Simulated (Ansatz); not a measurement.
Calculated with Ansatz (gas phase, PBE0-D4/def2-TZVP geometries, no zero-point term in ΔE). CCSD(T)/CBS adds triple-zeta CCSD(T) − MP2 to the extrapolated MP2 energy (def2 sets, frozen cores). This one scheme is used for every species. One conformer a species, not always the lowest.

Reaction (ligand exchange at a B–O bond): `COB(F)Cl` + CH₃SH → `CSB(F)Cl` + CH₃OH

```csv
species,CCSD(T)/CBS(def2) energy (Eh)
`COB(F)Cl`,-699.54205
CH₃SH,-438.22835
`CSB(F)Cl`,-1022.12842
CH₃OH,-115.61712
```

(1) Work out ΔE.

Largest T1 diagnostic among the species: 0.012.

## Answers

(1) ΔE = (-1022.12842) + (-115.61712) − (-699.54205) − (-438.22835) = 0.02486 Eh = +65.3 kJ/mol.

From r2SCAN to r2SCAN0 (25 % exact exchange), in def2-TZVPP and without D4, ΔE moves by +3.5 kJ/mol. Leaving LDA and LC-ωPBE aside and taking each functional with its dispersion term where it has one, the values, not all of them listed here, spread over 21.4 kJ/mol, from revPBE-D4 to CAM-B3LYP-D4. LDA lies +8.0 kJ/mol from PBE without D4. At CCSD(T), def2-SVP lies +14.0 kJ/mol from the extrapolated value and def2-TZVPP +2.6 kJ/mol.
